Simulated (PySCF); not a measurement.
CH₃AlBrFO. Atoms are numbered in the order given.

```xyz
8

Al     0.6792    -0.5165     0.0000
F      2.3329    -0.5058     0.0000
Br    -0.4293     1.4316     0.0000
O     -0.1129    -1.9937     0.0000
C     -1.4224    -2.4925     0.0000
H     -1.5903    -3.1216    -0.8914
H     -1.5903    -3.1216     0.8914
H     -2.1828    -1.6898     0.0000
```

Geometry optimised at B3LYP-D3(BJ)/def2-SVP. The structure was generated by enumeration; whether it is a known compound was not checked. One conformer was computed; it need not be the lowest.

Computed with PySCF with M06-2X/def2-TZVP.

Symmetry labels are those of the subgroup Cs that the program uses (full group Cs).

### Question
List the valence orbital energies around the gap with their symmetry. (An estimate is asked for; the answer gives what the named calculation found.)

### Answer

| orbital | symmetry | energy (eV) |
|---|---|---|
| HOMO−7 | A' | -14.46 |
| HOMO−6 | A" | -13.97 |
| HOMO−5 | A' | -13.86 |
| HOMO−4 | A' | -12.01 |
| HOMO−3 | A" | -10.50 |
| HOMO−2 | A' | -10.49 |
| HOMO−1 | A" | -10.13 |
| HOMO | A' | -10.12 |
| LUMO | A' | -0.52 |
| LUMO+1 | A" | 0.12 |
| LUMO+2 | A' | 1.76 |
| LUMO+3 | A' | 2.50 |
